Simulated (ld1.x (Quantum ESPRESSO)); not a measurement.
# Ranking ultrasoft potentials for B

All share these settings but for the change named:

boron (B), ultrasoft, made with ld1.x (Quantum ESPRESSO) 7.5 (LDA (PZ), non-relativistic). Core [He], reference 2s1.75 2p1.25. Waves: 2s (bound): rcut 1.45, rcutus 1.75 bohr; 2s channel at -0.4 Ry: rcut 1.45, rcutus 1.75 bohr; 2p (bound): rcut 1.95, rcutus 2.45 bohr; 2p channel at 1.85 Ry: rcut 1.95, rcutus 2.45 bohr; 3d channel at -0.05 Ry: rcut 1.90, rcutus 2.10 bohr; 3d channel at 2 Ry: rcut 1.90, rcutus 2.10 bohr. Local part: all-electron potential smoothed inside 2.00 bohr (lloc = -2). Core correction: none. Augmentation charge: PSQ, inside the norm-conserving radii.

Test errors are all-electron minus pseudo excitation energies from the reference, over 2s2 2p1; 2s2 2p0; 2s1 2p0; 2s2 2p0.5; 2s1 2p2; 2s0 2p3; 2s1 2p1. None of these files shows a bound ghost.

The base gives 165.0 meV.

Of 9 variants that were run, those that failed, showed a ghost or another fault, or gave nearly equal values are left out.

A variant can come out equal or close to the base, since the largest error may sit in a test that the change hardly touches while other tests move.

Question: Rank these variants by their largest absolute test error, smallest first.
A. core correction a·sin(br)/r model core inside 1.72 bohr
B. core correction a·sin(br)/r model core inside 1.02 bohr
C. core correction a·sin(br)/r model core inside 0.70 bohr
D. core correction a·sin(br)/r model core inside 0.90 bohr

Answer: C (93.4 meV), D (107.7 meV), B (123.0 meV), A (163.8 meV).
